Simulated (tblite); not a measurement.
Species: C4H13BN2Si.
Structure used (GFN2-xTB), in Å, numbered top down from 1:
```
atom  x, y, z in Å
C1     1.9439    1.1836   -0.3233
B2     1.2893   -0.1428    0.2128
C3     2.1756   -1.4200    0.4734
C4    -0.2756   -0.2280    0.4862
C5    -0.9842   -0.8677   -0.7255
N6    -2.3788   -0.4993   -0.6205
Si7   -2.5728    1.0393    0.1308
N8    -0.9393    1.0654    0.6508
H9     1.2588    2.0265   -0.3514
H10    2.3116    1.0251   -1.3373
H11    2.8159    1.4714    0.2625
H12    3.0640   -1.4707   -0.1519
H13    1.6286   -2.3541    0.3667
H14    2.5276   -1.3888    1.5057
H15   -0.5028   -0.8688    1.3549
H16   -0.8736   -1.9565   -0.7059
H17   -0.5348   -0.4952   -1.6575
H18   -2.9314   -0.7959   -1.4076
H19   -3.6444    0.8852    1.1214
H20   -2.7854    2.2153   -0.7216
H21   -0.6012    1.5928    1.4371
```

Method: GFN2-xTB as coded in tblite; computed harmonic values from a numerical Hessian at the method's own geometry, unscaled. This tight-binding method is rough: wavenumbers can miss measured ones by several per cent, in bad cases by 10 to 20. Modes of hydrogen on silicon can be 10 to 20 % off. One conformer, not necessarily the lowest. The optimisation stopped once no atom felt more than 0.01 eV/Å.

Lowest wavenumbers of the output (negative numbers stand for imaginary wavenumbers):
```
mode    cm-1
  1     -38.9
  2      41.7
  3      72.4
  4      88.8
  5     128.9
  6     168.2
  7     222.1
  8     257.1
  9     382.2
 10     390.0
 11     417.6
 12     441.3
 13     484.4
 14     558.4
 15     559.2
```

Task: Is this structure a minimum?

Result: Not by this Hessian. 1 mode is imaginary beyond 20i (39i cm⁻¹), so at this level the point lies at or near a first-order saddle. The curvature is small, so loose convergence or finite differences may be the whole cause.

Task: Which atoms move in the imaginary mode?

Result: 39i: H11 (methyl hydrogen) 37 %, H10 (methyl hydrogen) 35 %, H9 (methyl hydrogen) 23 %. These are shares of the mass-weighted motion.

Task: What is the remedy?

Result: Step along that mode in both directions, optimise again with tighter thresholds and repeat the frequencies. The zero-point energy of this point (106.4 kcal/mol) counts the 56 real modes alone, and thermal corrections from it aren't those of a minimum.
